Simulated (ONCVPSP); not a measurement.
LDA (Perdew-Zunger) ONCV dataset for Be, scalar-relativistic all-electron reference.

```
Element                 : beryllium
Generator               : ONCVPSP 4.0.1
Type                    : optimised norm-conserving Vanderbilt (ONCV)
Functional              : LDA (Perdew-Zunger)
Relativity              : scalar-relativistic
Frozen core             : none
Valence charge          : 4
Reference configuration : 1s2 2s0.5 (charge +1.5)
Partial waves           : 1s+2s: rc 0.65 bohr, ncon 4, nbas 7, qcut 14.5 1/bohr, 2 projectors; p scattering state at 0.03 Ha: rc 0.65 bohr, ncon 4, nbas 8, qcut 13.1 1/bohr, 2 projectors, debl 2.3 Ha; d scattering state at 0.32 Ha: rc 0.60 bohr, ncon 4, nbas 7, qcut 15.1 1/bohr, local
Local potential         : the d channel
Core correction         : none
```

- Cutoffs needed: 100 Ha and 255 Ha (the cutoffs (Ha) at which the residual kinetic energy of the hardest occupied pseudo-wave falls to 1 and 0.1 mHa per electron)
- Ghost test: no bound ghost flagged; no localised positive-energy state flagged
- Largest excitation error: +0.8 meV (all-electron minus pseudo) for 1s2 2s2, out of 4 test configurations
